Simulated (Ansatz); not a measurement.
```yaml
crystal:
  periodic: [false, false, false]
  atoms:
    - {symbol: F, position_ang: [0.996334, 1.079865, -1.872730]}
    - {symbol: Si, position_ang: [0.833993, 1.712682, -0.398484]}
    - {symbol: F, position_ang: [2.111211, 1.055285, 0.334136]}
    - {symbol: C, position_ang: [-1.050628, -0.168779, 0.529725]}
    - {symbol: C, position_ang: [-0.226421, -1.123564, 0.106713]}
    - {symbol: H, position_ang: [-1.008771, 0.210877, 1.545109]}
    - {symbol: H, position_ang: [-1.836084, 0.227710, -0.104914]}
    - {symbol: H, position_ang: [-0.279561, -1.511775, -0.903985]}
    - {symbol: H, position_ang: [0.548426, -1.528703, 0.747430]}
basis:
  gaussian: {orbitals: 6-31G, final_grid: {core_spheres: 1, valence_spheres: 1, degree: 5}}
hamiltonian: {xc: {name: wB97M-V}}
```

```sh
$ ansatz run in.yaml --threads 2 --pin off --events-out ev --progress --plain --max-ram 4352MiB
```

It prints (some lines left out):

```
Functional definition: wB97M-V
674 factors; integrals over basis functions are off by at most 2.2e-4 eV
266 factors; integrals over basis functions are off by at most 3.4e-6 eV
mean field evaluation 1: about -15441.7914 eV, gradient 4.5e1 eV
mean field evaluation 2: about -15442.1254 eV, gradient 4.9e1 eV
mean field evaluation 4: about -15445.6263 eV, gradient 1.1e0 eV
mean field evaluation 8: about -15415.5026 eV, gradient 7.5e-1 eV
mean field evaluation 16: about -15415.5057 eV, gradient 3.2e-5 eV
mean field -15415.50568157 eV, -566.5093847925 hartree, gradient 3.2e-5 eV, S^2 0.000000; 0 other end points of the search recorded, 0 dependent functions left out
reference -15415.50577069 eV, -566.5093880679 hartree; 24, 24 occupied and 33, 33 virtual orbitals, 674 factors
Total energy: -15415.50577069 eV, -566.5093880679 hartree
```

In this input the integration grid is far too coarse. The run converged. The result belongs to that input, not to the molecule as meant.
